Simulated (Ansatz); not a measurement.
Z-matrix (Å, degrees):
```
Si
O 1 1.644
O 1 1.621 2 109.2
O 1 1.624 2 113.3 3 -115.6
O 1 1.632 2 103.5 3 121.9
B 2 1.346 1 132.2 3 149.9
H 3 0.958 1 117.3 2 38.8
H 4 0.958 1 117.4 2 -70.2
H 5 0.958 1 117.1 2 -171.5
H 6 1.205 2 120.3 1 -1.6
H 6 1.198 2 118.4 1 178.5
```

Total charge 0; spin multiplicity 1.

List the B3LYP/def2-TZVPP orbital energies in eV (Ansatz). (An estimate is asked.)

Ansatz gave: Occupied: -1800.67, -521.05, -520.86, -520.83, -520.81, -184.42, -144.94, -100.30, -100.28, -100.27, -28.66, -27.68, -27.57, -27.55, -16.71, -15.42, -14.61, -13.92, -12.47, -11.69, -11.42, -10.91, -10.72, -10.25, -9.78, -9.44, -9.00, -8.31. Lowest empty: -0.86, -0.13, 1.00, 1.16, 2.17, 2.26, 3.01, 3.34.

B3LYP here is the variant with VWN-RPA as its local correlation; programs differ in this.
